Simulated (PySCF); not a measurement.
Sn(Me)(OMe)(NH2)2, SMILES C[O][Sn]([CH3])([NH2])[NH2] (C2H10N2OSn) (GFN2-xTB optimised geometry):

```
16

C     -0.146    -1.198    -2.961
O     -0.766    -1.358    -1.720
Sn    -0.223    -0.462     0.000
C     -1.411    -1.565     1.451
N     -0.678     1.527     0.000
N      1.828    -0.462     0.000
H      0.934    -1.352    -2.909
H     -0.575    -1.953    -3.624
H     -0.336    -0.210    -3.389
H     -2.217    -2.061     0.927
H     -0.790    -2.302     1.948
H     -1.809    -0.870     2.180
H     -0.021     2.061    -0.558
H     -1.596     1.705    -0.392
H      2.205     0.049     0.790
H      2.217    -1.397     0.045
```

Computed with PySCF 2.14.0 with PBE0/def2-TZVP, def2 effective core potentials past Kr.

Task: What are the frontier orbital energies and the dipole moment?

Result: HOMO-2 -7.47 eV, HOMO-1 -7.27 eV, HOMO -7.01 eV, LUMO -0.39 eV, LUMO+1 0.69 eV; dipole moment 1.40 D.

On the same geometry PBE/def2-TZVP, def2 effective core potentials past Kr in PySCF gives HOMO-2 -6.04 eV, HOMO-1 -5.79 eV, HOMO -5.49 eV, LUMO -1.31 eV, LUMO+1 -0.09 eV; dipole moment 1.33 D.
